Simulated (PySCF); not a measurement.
UHF on Sc³⁺ (scandium, charge +3)

Configuration: [Ar], closed-shell 1S. Computed with PySCF 2.14 in jorge-DZP-DKH (8s6p2d1f, 43 functions), with the spin-free X2C one-electron Hamiltonian (Gaussian nucleus).

```json
{
 "Total energy": "-761.739613 hartree",
 "One-electron energy": "-1021.0140 hartree",
 "Hartree (Coulomb) energy": "296.8517 hartree",
 "Exchange energy": "-37.5773 hartree",
 "⟨S²⟩": "0.0000",
 "⟨L²⟩": "0.000",
 "Sum of ⟨r⟩": "11.64 bohr",
 "Sum of ⟨r²⟩": "12.73 bohr²",
 "Langevin diamagnetic susceptibility": "-10.1 ×10⁻⁶ cm³/mol",
 "Time after the integrals": "0.1 s of wall time on 1 thread of Neoverse-V1 (shared host)"
}
```

```csv
shell,electrons,mean orbital energy (eV),"rms radius, mean of both spins (bohr)"
1s,2,-4572.7,0.0844
2s,2,-557.82,0.370
2p,6,-460.63,0.340
3s,2,-102.00,1.14
3p,6,-73.985,1.23
```

Densities and radii are taken from the X2C orbitals without a picture-change correction, which distorts them close to the nucleus.
